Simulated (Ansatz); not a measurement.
Computed with Ansatz on PBE0-D4/def2-TZVP structures; ΔE is electronic, products minus reactants. CBS: MP2 limit from def2 TZ/QZ plus the TZ coupled-cluster correction, frozen cores. This one scheme is used for every species. Functionals use def2-TZVPP. B3LYP here is the variant with VWN-RPA as its local correlation; programs differ in this. One conformer a species, not always the lowest.

Consider the formal hydrolysis of the Si–O bond: `N[SiH](N)O[SiH3]` + H₂O → `N[SiH](N)O` + `O[SiH3]`.

(1) Is it downhill or uphill in electronic energy at CCSD(T)/CBS, and by how much? (An estimate is asked.)

(2) What do these levels give: B3LYP-D4, ωB97X-V, PBE, r2SCAN, B3LYP, HF/def2-TZVPP, SCS-MP2/def2-TZVPP, CCSD(T)/def2-TZVPP, HF/def2-QZVPP, MP2/def2-QZVPP, MP2/CBS(def2), CCSD/CBS(def2)? (Estimate.)

Largest T1 diagnostic among the species: 0.011.

Results:

(1) The calculation gave: Uphill: ΔE = +5.6 kcal/mol.

(2) Ansatz gave: B3LYP-D4 5.4, ωB97X-V 4.5, PBE 2.8, r2SCAN 4.0, B3LYP 3.3, HF/def2-TZVPP 4.8, SCS-MP2/def2-TZVPP 4.9, CCSD(T)/def2-TZVPP 5.0, HF/def2-QZVPP 5.1, MP2/def2-QZVPP 5.4, MP2/CBS(def2) 5.5, CCSD/CBS(def2) 5.6 kcal/mol.

From PBE to PBE0 (25 % exact exchange), in def2-TZVPP and without D4, ΔE moves by +0.8 kcal/mol. The D4 term adds +2.1 kcal/mol with B3LYP and +1.3 kcal/mol with PBE0; it sums over pairs of atoms, weighted by their polarisabilities, and B3LYP, whose exchange is more repulsive, gets the larger term.
